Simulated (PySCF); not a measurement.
Here is a job for PySCF.
```python
from pyscf import gto, scf, mcscf
import numpy

mol = gto.M(
    atom='''
B    -0.34534845    0.92490459    0.79565116
C     0.42838477   -0.34815975    0.27007509
C    -0.41915859   -1.36306632   -0.42564819
C    -0.27480099   -1.72001943   -1.68851839
H     0.85235962   -0.81635926    1.16815313
H     1.27884591   -0.08366778   -0.36232682
H    -1.20982503   -1.79745752    0.17288548
H     0.50055676   -1.30189980   -2.31050391
H    -0.92067516   -2.44259787   -2.15799800
H    -1.49696067    0.86806634    1.01039215
C     0.42225172    2.27137875    1.04740003
H     0.14433768    2.73588389    1.99205490
H     0.13206105    2.98479136    0.27454956
H     1.50598069    2.18791811    1.01468646
''',
    basis='6-31g',
    verbose=4,
)

mf = scf.RHF(mol)
mf.kernel()
mc = mcscf.CASSCF(mf, 4, 2)
mc.fix_spin_(ss=0.0)
mc = mc.state_average_([0.5, 0.5])
mc.kernel()
```

Predict the number of basis functions from SA2-CASSCF(2,4)/6-31G run with PySCF.

63

Predict the SCF-reference Mulliken (on the basis functions themselves) charges in atom order from SA2-CASSCF(2,4)/6-31G.

B1 0.65, C2 -0.65, C3 -0.09, C4 -0.38, H5 0.18, H6 0.17, H7 0.17, H8 0.15, H9 0.16, H10 -0.07, C11 -0.77, H12 0.16, H13 0.17, H14 0.16

What is the computed SCF-reference HOMO-LUMO gap (SA2-CASSCF(2,4)/6-31G)?

12.83 eV

What SCF-reference dipole moment does SA2-CASSCF(2,4)/6-31G give?

0.67 D

Give the total energy of the lowest state at the level SA2-CASSCF(2,4)/6-31G.

-181.310101 Ha

What is the computed nuclear repulsion energy (SA2-CASSCF(2,4)/6-31G)?

149.6655 Eh
